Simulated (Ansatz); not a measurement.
Diatomic ZnH+, closed-shell singlet (lowest of 2S+1 = 1, 3 at CCSD(T)/def2-TZVPP on PBE0 minima; our sources give no spin for the ground state, which may be another). No spin–orbit coupling. Zn is treated without relativity.

Constants: fifth-degree fit in 1/R to seven points, most abundant isotopes. Runs in def2 and cc sets follow the lowest solution found near the PBE0 minimum. The singlet is held restricted.

Correlated levels freeze the inner cores; with def2 sets outer-core shells near the valence are correlated too.

Programs: Ansatz (a program for electronic structure). 

Energies at CCSD/def2-QZVPP:

| R (Å) | E (hartree) |
|---|---|
| 1.423542 | -1778.88410522 |
| 1.461809 | -1778.88583962 |
| 1.497015 | -1778.88656116 |
| 1.536813 | -1778.88653182 |
| 1.576611 | -1778.88576005 |
| 1.622532 | -1778.88412373 |
| 1.676106 | -1778.88142826 |

### Question
With a reduced mass of 0.9922 u, find the minimum, the force constant and the constants.

### Answer
A fifth-degree polynomial in 1/R puts the minimum at r_e = 1.5152 Å with force constant 227 N/m. Then ω_e = (1/2πc)√(k/μ) = 1971 cm⁻¹ and B_e = h/(8π²cμr_e²) = 7.401 cm⁻¹; the cubic and quartic terms give α_e = 0.25 and ω_e x_e = 45 cm⁻¹.
